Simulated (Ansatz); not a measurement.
NiPt2, relaxed as a singlet with RKS PBE0-D4/def2-TZVP in Ansatz, starting from the GFN2-xTB geometry. Force threshold 0.02 eV/Å.

In the def2 sets Pt takes a core potential; there is no spin–orbit coupling. The restricted singlet is unstable towards broken spin symmetry in Hartree–Fock (as tested in another run); at PBE0-D4/def2-TZVP this wasn't settled. At PBE0-D4/def2-TZVP a triplet of charge 0 lies 0.60 eV below the restricted singlet, each at its own geometry. The structure comes from a short search, and lower isomers may exist.

Start:

```tsv
atom	x (Å)	y (Å)	z (Å)
Pt1	1.144	-0.792	0.288
Pt2	-0.229	0.615	-1.261
Ni3	-0.915	0.177	0.973
```

```csv
step,energy (eV),largest force component (eV/Å),SCF passes
1,-47530.7729,0.916,61
2,-47530.8184,0.529,40
3,-47530.8291,0.064,42
4,-47530.8294,0.004,42
```

Force components are those of the run's own axes.

End:

```xyz
3

Pt    1.1190   -0.7793    0.2944
Pt   -0.2355    0.6084   -1.2331
Ni   -0.8834    0.1709    0.9387
```

By distances, no bond broke or formed. The bond that changes most is Pt2–Ni3, from 2.38 to 2.31 Å (atoms count from 1).

No frequencies were taken in this run, so the end may be a saddle point.

Hardware: 2 threads of Intel Xeon Platinum 8259CL on a shared host. Wall time 23 s.
